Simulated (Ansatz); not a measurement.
Consider the silylene formation by 1,1-elimination: `C[SiH](Cl)Br` → `ClBr` + `C[SiH]`.

Program: Ansatz. Geometries: PBE0-D4/def2-TZVP. ΔE: electronic, gas phase. CBS: MP2 limit from def2 TZ/QZ plus the TZ coupled-cluster correction, frozen cores. This one scheme is used for every species. Functionals use def2-TZVPP. For Br outer-core shells are correlated without core-valence functions, which leaves a few kJ/mol of doubt a bond. Scalar relativity is left out up to krypton.

`C[SiH](Cl)Br`:

```xyz
8

C    -0.820   -0.448   -0.459
Si    0.545    0.388    0.466
Cl    1.802   -1.016    1.268
Br    1.697    1.689   -0.910
H    -1.494    0.297   -0.887
H    -0.413   -1.057   -1.269
H    -1.387   -1.094    0.215
H     0.069    1.241    1.575
```

`ClBr`:

```xyz
2

Cl   -0.776   -0.341    0.647
Br    0.776    0.341   -0.647
```

`C[SiH]`:

Z-matrix (Å, degrees):
```
C
Si 1 1.892
H 1 1.098 2 109.5
H 1 1.098 2 109.7 3 -115.3
H 1 1.091 2 113.8 3 122.2
H 2 1.531 1 94.2 3 58.0
```

Task: Is it downhill or uphill in electronic energy at CCSD(T)/CBS, and by how much? (Best estimate.)

Result: Computed: Uphill: ΔE = +570.4 kJ/mol.

Task: What do these levels give: BHLYP-D4, B2PLYP, PBE-QIDH, revPBE, CAM-B3LYP, RPA@PBE/def2-TZVPP, HF/def2-SVP, MP2/def2-SVP, SCS-MP2/def2-TZVPP, MP2/def2-QZVPP, SCS-MP2/def2-QZVPP, CCSD/CBS(def2)? (Best estimate.)

Result: The calculation gave: BHLYP-D4 578.0, B2PLYP 559.1, PBE-QIDH 596.3, revPBE 522.1, CAM-B3LYP 554.7, RPA@PBE/def2-TZVPP 526.8, HF/def2-SVP 564.6, MP2/def2-SVP 590.4, SCS-MP2/def2-TZVPP 576.1, MP2/def2-QZVPP 603.8, SCS-MP2/def2-QZVPP 580.5, CCSD/CBS(def2) 568.9 kJ/mol.

Task: What do rigid-rotor, harmonic-oscillator terms from PBE0-D4/def2-TZVP frequencies (298.15 K, 1 bar) make of the CCSD(T)/CBS value? (An estimate is asked.)

Result: Computed: ΔZPE = -15.7 kJ/mol, ΔH = +558.5 kJ/mol, ΔS = 160 J/(mol·K), ΔG = +510.9 kJ/mol.

Largest T1 diagnostic among the species: 0.012.

From PBE to PBE0 (25 % exact exchange), in def2-TZVPP and without D4, ΔE moves by +25.9 kJ/mol. The D4 term adds +16.1 kJ/mol with B3LYP and +8.8 kJ/mol with PBE0; it sums over pairs of atoms, weighted by their polarisabilities, and B3LYP, whose exchange is more repulsive, gets the larger term.

B3LYP here is the variant with VWN-RPA as its local correlation; programs differ in this.
